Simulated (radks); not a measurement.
The mean radii <r> (bohr) of the occupied orbitals of an atom or ion are listed with their occupations. Calculated with a radial shooting solver on a logarithmic mesh with Libxc functionals: Dirac Kohn-Sham, LDA (Slater exchange, Perdew-Wang correlation), spin-unpolarised, spherical densities, point nucleus.

| orbital | occ. | <r> |
|---|---|---|
| 1s1/2 | 2 | 0.03188 |
| 2s1/2 | 2 | 0.1381 |
| 2p1/2 | 2 | 0.1172 |
| 2p3/2 | 4 | 0.1222 |
| 3s1/2 | 2 | 0.3797 |
| 3p1/2 | 2 | 0.3715 |
| 3p3/2 | 4 | 0.3824 |
| 3d3/2 | 4 | 0.3556 |
| 3d5/2 | 6 | 0.3591 |
| 4s1/2 | 2 | 0.9318 |
| 4p1/2 | 2 | 0.9937 |
| 4p3/2 | 4 | 1.022 |
| 4d3/2 | 4 | 1.246 |
| 4d5/2 | 2 | 1.257 |

Name the element and its charge. Open shells, if any, fill j = l - 1/2 first.

Answer. Z = 46, palladium, charge +4: Pd4+ in [Kr] 4d6. The 1s radius gives Z: for a bare nucleus <r> = (2 gamma + 1)/(2Z) with gamma = sqrt(1 - (Z/c)^2), 0.03135 bohr for Z = 46, and screening makes it slightly larger (0.03188 here). The occupations add up to 42, and the charge is Z minus that.
